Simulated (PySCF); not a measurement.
Relaxation of singlet RhS₃⁺

These are results of PBE/[Rh def2-SVP with ECP28, S def2-SVP], scalar-relativistic core potentials, density fitting, no spin–orbit coupling, PySCF, not measurements. A (50,194) grid was used.

A hand-made trigonal planar start, of D3h symmetry, held to at least that symmetry:

Coordinates in bohr (charge 1 multiplicity 1):
```
Rh    0.0000    0.0000    0.0000
S     3.7780    0.0000    0.0000
S    -1.8890    3.2719    0.0000
S    -1.8890   -3.2718    0.0000
```

Optimiser trace:
```csv
step,E − E(last) (kJ/mol),largest gradient (Eh/bohr)
0,25.03,0.04733
1,0.30,0.00460
2,0.01,0.00084
3,0.00,0.00001
```

It ends at D3h with Rh–S 2.075 Å (×3); S–Rh–S 120.0° (×3). A frequency run shows a minimum.

The relaxation took roughly 21 core-seconds on a shared host.
